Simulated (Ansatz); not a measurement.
The inner images of a band of BrH + FGeH3 (7 atoms, charge 0, multiplicity 1) are given out of order.

All numbers below come from Ansatz 0.2.0, RKS PBE-D4/def2-SVP.

First end point:

```xyz
7
Properties=species:S:1:pos:R:3
Ge 0.396 -0.186 0.006
H 0.782 -0.602 1.443
H 1.591 0.379 -0.797
F -0.724 1.200 0.176
H -0.384 -1.274 -0.765
Br -3.081 -0.103 1.937
H -2.163 0.704 1.152
```

Last end point:

```xyz
7
Properties=species:S:1:pos:R:3
Ge -0.608 0.401 -0.377
H 0.475 -1.296 2.401
H 0.641 1.051 0.255
F -0.869 1.191 -1.922
H -0.556 -1.119 -0.652
Br -2.449 0.860 0.949
H -0.216 -0.971 2.498
```

Q: Put them in order from the first end to the last, with their energies above the first end.
A.
```xyz
7
Properties=species:S:1:pos:R:3
Ge -0.174 0.073 -0.063
H 0.068 -0.641 1.559
H 1.304 0.549 -0.018
F -0.882 1.437 -0.922
H -0.580 -1.235 -0.768
Br -2.442 0.318 1.568
H -0.876 -0.383 1.795
```
B.
```xyz
7
Properties=species:S:1:pos:R:3
Ge -0.505 0.235 -0.194
H 0.287 -0.812 1.972
H 0.901 0.698 0.277
F -0.889 1.338 -1.496
H -0.531 -1.235 -0.684
Br -2.392 0.527 1.179
H -0.454 -0.632 2.098
```
C.
```xyz
7
Properties=species:S:1:pos:R:3
Ge 0.101 -0.030 -0.119
H 0.061 -0.449 1.406
H 1.555 0.433 -0.288
F -0.830 1.376 -0.617
H -0.478 -1.222 -0.908
Br -2.683 0.261 1.813
H -1.309 -0.253 1.865
```
D.
```xyz
7
Properties=species:S:1:pos:R:3
Ge -0.385 0.168 -0.092
H 0.152 -0.702 1.765
H 1.116 0.597 0.125
F -0.910 1.418 -1.192
H -0.528 -1.254 -0.697
Br -2.415 0.399 1.329
H -0.613 -0.508 1.913
```
E.
```xyz
7
Properties=species:S:1:pos:R:3
Ge -0.570 0.302 -0.299
H 0.398 -1.007 2.196
H 0.728 0.843 0.341
F -0.833 1.247 -1.752
H -0.568 -1.191 -0.698
Br -2.409 0.703 1.059
H -0.329 -0.779 2.305
```
F.
```xyz
7
Properties=species:S:1:pos:R:3
Ge 0.288 -0.069 -0.166
H 0.153 -0.380 1.354
H 1.746 0.302 -0.525
F -0.690 1.362 -0.461
H -0.298 -1.213 -1.025
Br -3.110 0.042 1.969
H -1.672 0.073 2.007
```
G.
```xyz
7
Properties=species:S:1:pos:R:3
Ge 0.346 -0.158 -0.104
H 0.325 -0.545 1.393
H 1.729 0.351 -0.571
F -0.762 1.229 -0.183
H -0.247 -1.251 -1.021
Br -3.055 -0.086 2.109
H -1.918 0.578 1.529
```

A: G (+0.11 eV), F (+0.25 eV), C (+0.56 eV), A (+1.55 eV), D (+0.67 eV), B (-0.09 eV), E (-0.36 eV).

The run took 100 s on 2 threads of Intel(R) Xeon(R) 6975P-C (Granite Rapids), with other jobs on the host, peak memory 0.16 GiB.
